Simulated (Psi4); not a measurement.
HBFO (SMILES [OH+]=BF), charge +1, singlet, geometry from GFN2-xTB; HF/def2-SV(P) run with Psi4.

The Psi4 input:
```
memory 2 GB

molecule {
1 1
O    -0.00000000   -0.00000000   -1.17560346
B     0.00000000    0.00000000    0.02998249
F     0.00000000    0.00000000    1.26671985
H    -0.00000000   -0.00000000   -2.14556344
}

set {
  basis def2-sv(p)
  reference uhf
  stability_analysis follow
  scf_type pk
}

energy('scf')
print_variables()
```

Output, abridged:

```
   => Loading Basis Set <=

    Name: DEF2-SV(P)
    Role: ORBITAL
    Keyword: BASIS

         ---------------------------------------------------------
                                   SCF
               by Justin Turney, Rob Parrish, Andy Simmonett
                          and Daniel G. A. Smith
                              UHF Reference
         ---------------------------------------------------------

  ==> Geometry <==

    Molecular point group: c2v
    Full point group: C_inf_v

    Geometry (in Angstrom), charge = 1, multiplicity = 1:

       Center              X                  Y                   Z               Mass
    ------------   -----------------  -----------------  -----------------  -----------------
         O            0.000000000000     0.000000000000    -1.248559822114    15.994914619570
         B            0.000000000000     0.000000000000    -0.042973872114    11.009305360000
         F            0.000000000000     0.000000000000     1.193763487886    18.998403162730
         H            0.000000000000     0.000000000000    -2.218519802114     1.007825032230

  Running in c2v symmetry.

  Rotational constants: A = ************  B =      0.29580  C =      0.29580 [cm^-1]
  Rotational constants: A = ************  B =   8867.97056  C =   8867.97056 [MHz]
  Nuclear repulsion =   59.388838892830066

  Charge       = 1
  Multiplicity = 1
  Electrons    = 22
  Nalpha       = 11
  Nbeta        = 11

  ==> Algorithm <==

  SCF Algorithm Type is PK.
  DIIS enabled.
  MOM disabled.
  Fractional occupation disabled.
  Guess Type is SAD.
  Energy threshold   = 1.00e-06
  Density threshold  = 1.00e-06
  Integral threshold = 1.00e-12

  ==> Primary Basis <==

  Basis Set: DEF2-SV(P)
    Blend: DEF2-SV(P)
    Number of shells: 20
    Number of basis functions: 44
    Number of Cartesian functions: 47
    Spherical Harmonics?: true
    Max angular momentum: 2

  ==> Integral Setup <==

  Using in-core PK algorithm.
   Calculation information:
      Number of atoms:                   4
      Number of AO shells:              20
      Number of primitives:             40
      Number of atomic orbitals:        47
      Number of basis functions:        44

      Integral cutoff                 1.00e-12
      Number of threads:                 1

  Performing in-core PK
  Using 981090 doubles for integral storage.
  We computed 21781 shell quartets total.
  Whereas there are 22155 unique shell quartets.

  ==> DiskJK: Disk-Based J/K Matrices <==

    J tasked:                  Yes
    K tasked:                  Yes
    wK tasked:                  No
    Schwarz Cutoff:          1E-12

  Minimum eigenvalue in the overlap matrix is 1.0155870989E-02.
  Reciprocal condition number of the overlap matrix is 2.6143716020E-03.
    Using symmetric orthogonalization.

  ==> Pre-Iterations <==

  SCF Guess: Superposition of Atomic Densities via on-the-fly atomic UHF (no occupation information).

   -------------------------
    Irrep   Nso     Nmo
   -------------------------
     A1        23      23
     A2         3       3
     B1         9       9
     B2         9       9
   -------------------------
    Total      44      44
   -------------------------

  ==> Iterations <==

                        Total Energy        Delta E     RMS |[F,P]|

   @UHF iter SAD:  -198.78543379236848   -1.98785e+02   0.00000e+00
   @UHF iter   1:  -199.12296601775628   -3.37532e-01   1.51374e-02 DIIS/ADIIS
   @UHF iter   2:  -199.16726372101050   -4.42977e-02   8.55708e-03 DIIS/ADIIS
   @UHF iter   3:  -199.18416407736666   -1.69004e-02   1.22571e-03 DIIS/ADIIS
   @UHF iter   4:  -199.18459327819252   -4.29201e-04   1.59559e-04 DIIS/ADIIS
   @UHF iter   5:  -199.18460494196583   -1.16638e-05   5.75235e-05 DIIS
   @UHF iter   6:  -199.18460653039952   -1.58843e-06   2.67300e-05 DIIS
   @UHF iter   7:  -199.18460684142840   -3.11029e-07   4.00839e-06 DIIS
   @UHF iter   8:  -199.18460685336515   -1.19367e-08   6.25576e-07 DIIS
  Energy and wave function converged.

    Wavefunction stable under totally symmetric rotations.
    Lowest totally symmetric eigenvalue: 0.294265
    Lowest UHF->UHF stability eigenvalues:
      A1 0.294265        A2 0.360988        B2 0.396251        B1 0.396251

    Stability analysis over.

  ==> Post-Iterations <==

   @Spin Contamination Metric:   0.000000000E+00
   @S^2 Expected:                0.000000000E+00
   @S^2 Observed:                0.000000000E+00
   @S   Expected:                0.000000000E+00
   @S   Observed:                0.000000000E+00

    Orbital Energies [Eh]
    ---------------------

    Alpha Occupied:

[...]
    Alpha Virtual:

[...]
    Beta Occupied:

[...]
    Beta Virtual:

[...]
    Final Occupation by Irrep:
             A1    A2    B1    B2
    DOCC [     7,    0,    2,    2 ]
    SOCC [     0,    0,    0,    0 ]
    NA   [     7,    0,    2,    2 ]
    NB   [     7,    0,    2,    2 ]

  @UHF Final Energy:  -199.18460685336515

   => Energetics <=

    Nuclear Repulsion Energy =             59.3888388928300657
    One-Electron Energy =                -386.1974773324349144
    Two-Electron Energy =                 127.6240315862397097
    Total Energy =                       -199.1846068533651533

  UHF NO Occupations:
  HONO-2 :    1 B2 2.0000000
  HONO-1 :    2 B2 2.0000000
  HONO-0 :    7 A1 2.0000000
  LUNO+0 :    3 B1 0.0000000
  LUNO+1 :    8 A1 0.0000000
  LUNO+2 :    9 A1 0.0000000
  LUNO+3 :   10 A1 0.0000000

Computation Completed

Properties will be evaluated at   0.000000,   0.000000,   0.000000 [a0]

Properties computed using the SCF density matrix

 Multipole Moments:

 ------------------------------------------------------------------------------------
     Multipole            Electronic (a.u.)      Nuclear  (a.u.)        Total (a.u.)
 ------------------------------------------------------------------------------------

 L = 1.  Multiply by 2.5417464519 to convert [e a0] to [Debye]
 Dipole X            :          0.0000000            0.0000000            0.0000000
 Dipole Y            :          0.0000000            0.0000000            0.0000000
 Dipole Z            :          1.6248389           -3.1709535           -1.5461146
 Magnitude           :                                                    1.5461146

 ------------------------------------------------------------------------------------

  Variable Map:
  ----------------------------------------------------------------------------
[...]
[...]
```
